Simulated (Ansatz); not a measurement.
Ideal-gas functions of `[OH][Y]([F])[Cl]` at 500 K and 1 bar, from an Ansatz frequency run at PBE0-D4/def2-TZVP.

Molar mass 160.36 g/mol, point group Cs (symmetry number 1), electronic degeneracy 1, moments of inertia 108.38, 241.536, 349.916 u Å². Harmonic wavenumbers (cm⁻¹, unscaled): 44, 101, 138, 275, 349, 446, 586, 652, 3993.

Use S(trans) = R[1.5 ln M + 2.5 ln T − 1.1517]; rotational temperatures θ = 24.2544 K / I; S(rot) = R[ln(√π/σ · √(T³/θAθBθC)) + 1.5]; for each mode x = 1.438777 ν̃/T, S = R[x/(eˣ − 1) − ln(1 − e⁻ˣ)] and H = RT x/(eˣ − 1); 1 cm⁻¹ = 0.0119627 kJ/mol; R = 8.31446 J/(mol·K).

By hand: the entropy, in J/(mol·K).

Translation 182.9. Rotation: θ = 0.2238, 0.1004, 0.0693 K, giving 121.6. Vibration, mode by mode: 25.50, 18.62, 16.05, 10.47, 8.62, 6.79, 4.89, 4.20, 0.00, in all 95.1. Electronic 0.0. Sum 399.6 J/(mol·K).

By hand: H − E and G − E in kJ/mol, counted from the electronic energy.

Zero-point energy ½ × 6584 × 0.0119627 = 39.4; thermal vibration 21.1; translation, rotation and pV give 4 RT = 16.6. H − E = 77.1 kJ/mol, and G − E = 77.1 − 500 × 399.6/1000 = -122.7 kJ/mol.

Vibration gives 24 % of the entropy, 60.2 J/(mol·K) of it from the modes under 150 cm⁻¹: soft modes count most, and the harmonic formula is weakest for them. The sum counts one conformer and one mirror image; others add a mixing term.
